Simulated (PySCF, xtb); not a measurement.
Nb(S)(F)(Me)2 (C2H6FNbS), SMILES [Nb]([CH3])([CH3])(=[S])[F], multiplicity 1.

Harmonic wavenumbers (cm⁻¹) from GFN2-xTB (xtb) at its own minimum, in rising order: 47, 65, 107, 117, 123, 137, 140, 366, 404, 413, 479, 566, 636, 653, 656, 1286, 1293, 1442, 1448, 1460, 1462, 2880, 2882, 2888, 2898, 2910, 2915.

**Question.** What does PBE-D3(BJ)/def2-SVP (PySCF) give at its own minimum? (Estimate from the structure and the level; the computed values follow.)

**Answer.** 88, 111, 145, 150, 158, 161, 173, 414, 499, 518, 534, 536, 569, 592, 695, 1113, 1121, 1324, 1333, 1337, 1343, 2934, 2936, 3036, 3038, 3064, 3064. Paired by order, the mean absolute difference is 84 cm⁻¹ and the zero-point energies are 43.8 and 44.3 kcal/mol.
